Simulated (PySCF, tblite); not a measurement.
Compound: C5H11ClSi.
Z-matrix (Å and degrees, GFN2-xTB geometry), rows numbered from 1:
```
C 
C   1  1.3201
C   2  1.4948  1  124.17
C   3  1.5401  2  112.87  1  -111.44
C   4  1.5277  3  111.48  2   -64.68
Si  4  1.9102  3  112.49  2    60.69
Cl  6  2.0164  4  109.22  3    52.56
H   1  1.0778  2  121.64  3    -0.70
H   1  1.0771  2  122.04  3   179.68
H   2  1.0822  1  120.03  3  -179.80
H   3  1.0951  2  108.99  1   127.89
H   3  1.0923  2  109.33  1    10.00
H   4  1.0977  3  106.34  2   178.83
H   5  1.0894  4  110.75  3   -52.49
H   5  1.0869  4  111.11  3    68.01
H   5  1.0876  4  110.50  3  -172.31
H   6  1.4635  4  109.20  3   169.96
H   6  1.4600  4  111.94  3   -67.33
```

Computed with CAM-B3LYP/def2-SVPD in PySCF (dipole) on a GFN2-xTB geometry, gas phase.

Masses are those of the commonest isotopes; rigid-rotor values at the optimised geometry. The values belong to one conformer with, in the numbering `[CH2:1]=[CH:2][CH2:3][C@@H:4]([CH3:5])[SiH2:6][Cl:7]`, C1–C2–C3–C4 -111°, C2–C3–C4–C5 -65°, C3–C4–Si6–Cl7 53°.

Task: What are A, B and C (cm⁻¹)?

Result: Ia = 247.22, Ib = 375.70, Ic = 527.68 u·Å²; 505379 MHz·u·Å²/I gives 2044, 1345 and 957.7 MHz, that is A = 0.06819, B = 0.04487, C = 0.03195 cm⁻¹.

Task: Classify the top.

Result: An asymmetric top. Ray's parameter κ = (2B − A − C)/(A − C) = -0.287; −1 is the prolate and +1 the oblate limit.

Task: What does the inertial defect say?

Result: Not planar: Δ = Ic − Ia − Ib = -95.23 u·Å². For a rigid frame Δ = −2 Σ m c², so Σ m c² = 47.61 u·Å² lies off the ab plane: 15.44 from hydrogen and 32.17 from heavier atoms. The atom farthest from that plane is 1.90 Å away.

Task: Give the other two planar moments, Paa and Pbb, and the rms extents of the mass along the axes.

Result: Paa = Σ m a² = (Ib + Ic − Ia)/2 = 328.08 and Pbb = Σ m b² = (Ia + Ic − Ib)/2 = 199.60 u·Å². With the mass M = 134.03 u, the rms extents √(P/M) along a, b and c are 1.56, 1.22, 0.60 Å.

Task: Give the coordinates in the principal-axis frame, origin at the centre of mass.

Result: The sense of each axis is arbitrary; atoms in the order of the calculation.
```
atom  mass (u)   a (Å)   b (Å)   c (Å)
  C1    12.000  -1.232   2.304  -0.531
  C2    12.000  -1.806   1.176  -0.157
  C3    12.000  -1.336   0.331   0.983
  C4    12.000  -0.745  -1.016   0.526
  C5    12.000  -1.805  -1.895  -0.136
 Si6    27.977   0.773  -0.801  -0.613
 Cl7    34.969   2.110   0.413   0.286
  H8     1.008  -0.372   2.699  -0.015
  H9     1.008  -1.598   2.883  -1.363
 H10     1.008  -2.674   0.807  -0.689
 H11     1.008  -2.180   0.133   1.652
 H12     1.008  -0.577   0.877   1.548
 H13     1.008  -0.418  -1.534   1.437
 H14     1.008  -2.679  -1.997   0.506
 H15     1.008  -2.125  -1.474  -1.086
 H16     1.008  -1.409  -2.889  -0.330
 H17     1.008   1.417  -2.100  -0.808
 H18     1.008   0.411  -0.210  -1.898
```

Task: Which types of transition are allowed, and where do some lines up to J = 4 fall?

Result: The dipole components are |μa| = 1.56 D, |μb| = 0.95 D, |μc| = 0.06 D. The squared components, which scale the intensities, stand as 1.00 : 0.37 : 0.00 (a : b : c). Some lines, for components of 0.1 D or more:

| type | branch | J(Ka,Kc) | MHz | lower level (cm⁻¹) |
| --- | --- | --- | --- | --- |
| a | Q | 1(1,0) ← 1(1,1) | 387 | 0.100 |
| b | Q | 1(1,0) ← 1(0,1) | 1087 | 0.077 |
| a | Q | 2(1,1) ← 2(1,2) | 1162 | 0.241 |
| b | Q | 2(1,1) ← 2(0,2) | 1596 | 0.226 |
| a | Q | 3(1,2) ← 3(1,3) | 2299 | 0.450 |
| b | Q | 4(2,2) ← 4(1,3) | 2442 | 0.849 |
| b | R | 1(1,1) ← 0(0,0) | 3002 | 0.000 |
| b | Q | 2(2,1) ← 2(1,2) | 3260 | 0.241 |
| a | Q | 4(1,3) ← 4(1,4) | 3708 | 0.725 |
| b | Q | 3(2,2) ← 3(1,3) | 3908 | 0.450 |
| b | R | 3(1,2) ← 2(2,1) | 5300 | 0.350 |
| a | R | 3(1,3) ← 2(1,2) | 6260 | 0.241 |
| b | R | 3(1,3) ← 2(0,2) | 6694 | 0.226 |
| a | R | 3(2,1) ← 2(2,0) | 7334 | 0.354 |
| a | R | 4(1,4) ← 3(1,3) | 8251 | 0.450 |
| b | R | 3(2,2) ← 2(1,1) | 9006 | 0.280 |
| a | R | 4(2,3) ← 3(2,2) | 9114 | 0.580 |
| a | R | 4(3,2) ← 3(3,1) | 9398 | 0.731 |
| a | R | 4(3,1) ← 3(3,0) | 9539 | 0.732 |
| a | R | 4(1,3) ← 3(1,2) | 9659 | 0.526 |
| b | R | 3(2,1) ← 2(1,2) | 10715 | 0.241 |
| b | R | 3(3,1) ← 2(2,0) | 11318 | 0.354 |
| b | R | 3(3,0) ← 2(2,1) | 11465 | 0.350 |
| b | R | 4(3,1) ← 3(2,2) | 14096 | 0.580 |

Task: Estimate the classical rotational partition function at 200 K, 298.15 K and 500 K.

Result: Point group C1, symmetry number σ = 1; q = (√π/σ)·√((kT/h)³/(ABC)), k/h = 20836.6 MHz/K: 294000 at 200 K, 535000 at 298.15 K, 1160000 at 500 K.

Its GFN2-xTB frequencies are all real (lowest 35 cm⁻¹). Zero-point vibration and centrifugal distortion are left out. A rigid rotor knows nothing of internal rotation, which can split or shift real lines. Quadrupole hyperfine structure (35Cl) is left out.

Hardware: Arm Neoverse N1, one thread, shared host. Cost: 1.9 min wall, 1.1 GiB resident at most. This is the CAM-B3LYP/def2-SVPD job that gave the dipole, with the excitations it also computed.
